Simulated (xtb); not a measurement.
Job for xtb: GFN2-xTB on CuH, 2S+1 = 1, a spin state set in the input, which need not be the lowest, a point of a bond scan (R = 1.448 Å).

```
$ xtb mol.xyz --gfn 2 --sp --chrg 0 --uhf 0
2

Cu     0.00000000     0.00000000     0.00000000
H      0.00000000     0.00000000     1.44816000
```

The log:

```
[...]
           -------------------------------------------------
          |                Calculation Setup                |
           -------------------------------------------------



           -------------------------------------------------
          |                 G F N 2 - x T B                 |
           -------------------------------------------------

        Reference                      10.1021/acs.jctc.8b01176
      * Hamiltonian:
        H0-scaling (s, p, d)           1.850000    2.230000    2.230000
        zeta-weighting                 0.500000
      * Dispersion:
        s8                             2.700000
        a1                             0.520000
        a2                             5.000000
        s9                             5.000000
      * Repulsion:
        kExp                           1.500000    1.000000
        rExp                           1.000000
      * Coulomb:
        alpha                          2.000000
        third order                    shell-resolved
        anisotropic                    true
        a3                             3.000000
        a5                             4.000000
        cn-shift                       1.200000
        cn-exp                         4.000000
        max-rad                        5.000000


          ...................................................
          :                      SETUP                      :
          :.................................................:
          :  # basis functions                  11          :
          :  # atomic orbitals                  10          :
          :  # shells                            4          :
          :  # electrons                        12          :
          :  max. iterations                   250          :
          :  Hamiltonian                  GFN2-xTB          :
          :  restarted?                      false          :
          :  GBSA solvation                  false          :
          :  PC potential                    false          :
          :  electronic temp.          300.0000000     K    :
          :  accuracy                    1.0000000          :
          :  -> integral cutoff          0.2500000E+02      :
          :  -> integral neglect         0.1000000E-07      :
          :  -> SCF convergence          0.1000000E-05 Eh   :
          :  -> wf. convergence          0.1000000E-03 e    :
          :  Broyden damping             0.4000000          :
          :  net charge                          0          :
          :  unpaired electrons                  0          :
          ...................................................

 iter      E             dE          RMSdq      gap      omega  full diag
   1     -4.3940740 -0.439407E+01  0.819E+00    5.03       0.0  T
   2     -4.3965837 -0.250970E-02  0.591E+00    5.29       1.0  T
   3     -4.3981920 -0.160838E-02  0.126E+00    5.57       1.0  T
   4     -4.3983578 -0.165719E-03  0.422E-01    5.45       1.0  T
   5     -4.3983733 -0.155266E-04  0.261E-01    5.42       1.0  T
   6     -4.3983744 -0.113224E-05  0.100E-01    5.43       1.0  T
   7     -4.3983745 -0.106188E-06  0.626E-02    5.44       1.1  T
   8     -4.3983746 -0.748704E-07  0.680E-04    5.44     104.0  T
   9     -4.3983746 -0.730616E-11  0.302E-04    5.44     234.4  T

   *** convergence criteria satisfied after 9 iterations ***

         #    Occupation            Energy/Eh            Energy/eV
      -------------------------------------------------------------
         1        2.0000           -0.4469002             -12.1608
         2        2.0000           -0.3632095              -9.8834
         3        2.0000           -0.3632095              -9.8834
         4        2.0000           -0.3539124              -9.6304
         5        2.0000           -0.3535917              -9.6217
         6        2.0000           -0.3535917              -9.6217 (HOMO)
         7                         -0.1535121              -4.1773 (LUMO)
         8                         -0.0609518              -1.6586
         9                         -0.0609518              -1.6586
        10                          0.5847494              15.9118
      -------------------------------------------------------------
                  HL-Gap            0.2000797 Eh            5.4444 eV
             Fermi-level           -0.2535519 Eh           -6.8995 eV

 SCC (total)                   0 d,  0 h,  0 min,  0.002 sec
 SCC setup                      ...        0 min,  0.000 sec (  5.739%)
 Dispersion                     ...        0 min,  0.000 sec (  1.854%)
 classical contributions        ...        0 min,  0.000 sec (  1.121%)
 integral evaluation            ...        0 min,  0.000 sec ( 12.691%)
 iterations                     ...        0 min,  0.001 sec ( 62.848%)
 molecular gradient             ...        0 min,  0.000 sec (  7.570%)
 printout                       ...        0 min,  0.000 sec (  7.459%)

         :::::::::::::::::::::::::::::::::::::::::::::::::::::
         ::                     SUMMARY                     ::
         :::::::::::::::::::::::::::::::::::::::::::::::::::::
         :: total energy              -4.393598685102 Eh    ::
         :: gradient norm              0.006603906778 Eh/a0 ::
         :: HOMO-LUMO gap              5.444444636655 eV    ::
         ::.................................................::
         :: SCC energy                -4.398374604814 Eh    ::
         :: -> isotropic ES            0.002701243213 Eh    ::
         :: -> anisotropic ES          0.004351795500 Eh    ::
         :: -> anisotropic XC         -0.011115060775 Eh    ::
         :: -> dispersion             -0.000333869651 Eh    ::
         :: repulsion energy           0.004775919711 Eh    ::
         :: add. restraining           0.000000000000 Eh    ::
         :: total charge               0.000000000000 e     ::
         :::::::::::::::::::::::::::::::::::::::::::::::::::::

           -------------------------------------------------
          |                Property Printout                |
           -------------------------------------------------

    * Orbital Energies and Occupations

         #    Occupation            Energy/Eh            Energy/eV
      -------------------------------------------------------------
         1        2.0000           -0.4469002             -12.1608
         2        2.0000           -0.3632095              -9.8834
         3        2.0000           -0.3632095              -9.8834
         4        2.0000           -0.3539124              -9.6304
         5        2.0000           -0.3535917              -9.6217
         6        2.0000           -0.3535917              -9.6217 (HOMO)
         7                         -0.1535121              -4.1773 (LUMO)
         8                         -0.0609518              -1.6586
         9                         -0.0609518              -1.6586
        10                          0.5847494              15.9118
      -------------------------------------------------------------
                  HL-Gap            0.2000797 Eh            5.4444 eV
             Fermi-level           -0.2535519 Eh           -6.8995 eV

     #   Z          covCN         q      C6AA      α(0)
     1  29 Cu       0.913     0.175   147.543    27.725
     2   1 H        0.913    -0.175     9.096     4.717

 Mol. C6AA /au·bohr⁶  :        226.506417
 Mol. C8AA /au·bohr⁸  :      14397.070857
 Mol. α(0) /au        :         32.442511


Wiberg/Mayer (AO) data.
largest (>0.10) Wiberg bond orders for each atom

 ---------------------------------------------------------------------------
     #   Z sym  total        # sym  WBO       # sym  WBO       # sym  WBO
Note: The following floating-point exceptions are signalling: IEEE_DENORMAL
normal termination of xtb
 ---------------------------------------------------------------------------
     1  29 Cu   0.969 --     2 H    0.969
     2   1 H    0.969 --     1 Cu   0.969
 ---------------------------------------------------------------------------

Topologies differ in total number of bonds
Writing topology from bond orders to xtbtopo.mol

molecular dipole:
                 x           y           z       tot (Debye)
 q only:        0.000       0.000      -0.479
   full:        0.000       0.000      -1.408       3.578
molecular quadrupole (traceless):
                xx          xy          yy          xz          yz          zz
 q only:        0.655       0.000       0.655       0.000       0.000      -1.310
  q+dip:        0.124       0.000       0.124      -0.000      -0.000      -0.247
   full:        0.608      -0.000       0.608      -0.000      -0.000      -1.217


           -------------------------------------------------
          | TOTAL ENERGY               -4.393598685102 Eh   |
          | GRADIENT NORM               0.006603906778 Eh/α |
          | HOMO-LUMO GAP               5.444444636655 eV   |
           -------------------------------------------------

------------------------------------------------------------------------
------------------------------------------------------------------------
 total:
 SCF:
```

The run finished.

Cost: roughly 0.06 core-seconds.
